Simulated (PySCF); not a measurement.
BBr₂, charge +1. Atoms are numbered in the order given.

```xyz
3

B      0.0000     0.0000     0.0000
Br     0.0000     0.0000    -1.7650
Br     0.0000     0.0000     1.7650
```
Charge +1, spin multiplicity 1.

Coordinates come from a TPSSh-D3(BJ)/def2-TZVP optimisation.

Level of theory: PBE0/pcSseg-2 run with PySCF.

GIAO shieldings, no solvent; atoms alike by connectivity are averaged. δ = σ(ref) − σ: ¹¹B against BF3 (σ = 88.8 ppm), references at their B3LYP-D3(BJ)/def2-TZVP geometries, non-relativistic (without spin–orbit terms, shifts of atoms bonded to Cl or Br come out too high).

| nucleus | atoms | count | δ (ppm) |
|---|---|---|---|
| ¹¹B | B1 | 1 | 50.1 |
